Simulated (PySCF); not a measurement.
**A search over the determinants of SrS**

Unrestricted PBE0; PySCF, spin-free X2C with a Gaussian nucleus, basis sets Sr x2c-TZVPall, S x2c-TZVPall. Outer shells of the fragments: Sr 5s2; S 3s2 3p4.

Followed along the bond (rough minima from three points):

```json
{"2Ms+1": "1", "unpaired": "none", "⟨S²⟩ at the start": "0.00", "R at minimum (Å)": "2.42", "Te (eV)": "0.00"}
{"2Ms+1": "3", "unpaired": "σ ↑, π ↑", "⟨S²⟩ at the start": "2.00", "R at minimum (Å)": "2.71", "Te (eV)": "0.90"}
{"2Ms+1": "1", "unpaired": "σ ↓, π ↑", "⟨S²⟩ at the start": "1.01", "R at minimum (Å)": "2.71", "Te (eV)": "0.91"}
{"2Ms+1": "3", "unpaired": "σ ↑↑", "⟨S²⟩ at the start": "2.00", "R at minimum (Å)": "2.57", "Te (eV)": "1.33"}
```

Solutions found at the starting distance of 2.695 Å, counted from the lowest of them; the search is not exhaustive and high or unbound solutions are not listed, so other states can lie among these:

```tsv
2Ms+1	unpaired	term	E (eV)	⟨S²⟩	⟨Lz²⟩	μ (D)
1	none	¹Σ⁺	0.00	0.00	0.00	-11.77
3	σ ↑, π ↑	³Π	0.50	2.00	1.02	-4.55
1	σ ↓, π ↑	mixed	0.52	1.01	1.01	-4.55
3	σ ↑↑	³Σ⁺	0.99	2.00	0.00	-4.60
3	π ↑↑	mixed	2.05	2.01	2.01	-3.20
1	π ↑↓	mixed	2.09	1.01	2.01	-3.15
3	π ↑↑	mixed	2.09	2.00	2.01	-3.18
1	π ↑, δ ↓	mixed	2.39	1.01	5.01	-7.89
1	π ↑, δ ↓	mixed	2.39	1.01	4.93	-7.81
3	σ ↑, π ↑	³Π	2.55	2.00	1.00	-3.75
```

A term symbol is given only where ⟨S²⟩ and ⟨Lz²⟩ are close to those of a pure state; real π, δ and φ orbitals otherwise mix terms. A positive dipole means Sr(−)S(+).

**Question.** Compare the gap between the two lowest followed solutions at the starting distance with the gap between their minima.

**Answer.** At PBE0 the second solution (triplet, unpaired electrons σ ↑, π ↑) lies +0.50 eV from the first (singlet, closed shell) at 2.695 Å and +0.90 eV at the minima; the two curves relax by different amounts, since their minima lie near 2.71 and 2.42 Å.

The measured ground state is X ¹Σ+ (Huber and Herzberg, Constants of Diatomic Molecules (1979)).

Counting both spins, an empty level lies below a filled one in some of these solutions, because spin and occupation are held.
